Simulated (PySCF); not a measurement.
PbS, SMILES [Pb]=[S] (connectivity only; charge and spin as stated), neutral, multiplicity 1.

Coordinates come from a B3LYP-D3(BJ)/def2-TZVP optimisation. The def2 effective core potentials stand for the cores of Pb; spin–orbit coupling is left out.

The numbers are results of TDDFT-ωB97X/def2-TZVPD (PySCF 2.14.0), not measurements.

Vertical excitations; the highest root listed may be one member of a degenerate set. The molecule is in vacuum. State labels are in the subgroup C2v.

```
state  symmetry  energy (eV)  λ (nm)      f                                             main pairs
-----  --------  -----------  ------  -----  -----------------------------------------------------
S1           A2         2.89     428  0.000                     HOMO→LUMO 49 %, HOMO−1→LUMO+1 49 %
S2           A1         3.18     389  0.000              HOMO−1→LUMO, HOMO→LUMO+1 (degenerate set)
S3           A2         3.18     389  0.000              HOMO−1→LUMO+1, HOMO→LUMO (degenerate set)
S4           B2         3.28     379  0.011                         HOMO−2→LUMO+1 (degenerate set)
S5           B1         3.28     379  0.011                           HOMO−2→LUMO (degenerate set)
S6           A1         4.59     270  0.081  HOMO→LUMO+1 42 %, HOMO−1→LUMO 42 %, HOMO−2→LUMO+3 9 %
S7           B2         6.06     205  0.043                           HOMO→LUMO+3 (degenerate set)
S8           B1         6.06     205  0.043                         HOMO−1→LUMO+3 (degenerate set)
S9           B2         6.57     189  0.146                           HOMO→LUMO+2 (degenerate set)
S10          B1         6.57     189  0.146                         HOMO−1→LUMO+2 (degenerate set)
T1           A1         2.62     473      0                     HOMO−1→LUMO 48 %, HOMO→LUMO+1 48 %
T2           A1         2.78     446      0              HOMO→LUMO+1, HOMO−1→LUMO (degenerate set)
T3           A2         2.78     446      0              HOMO→LUMO, HOMO−1→LUMO+1 (degenerate set)
T4           B1         2.88     430      0                                       HOMO−2→LUMO 97 %
```
Triplets are in the Tamm–Dancoff approximation, which puts them higher than full response would, so one can lie above its singlet here.
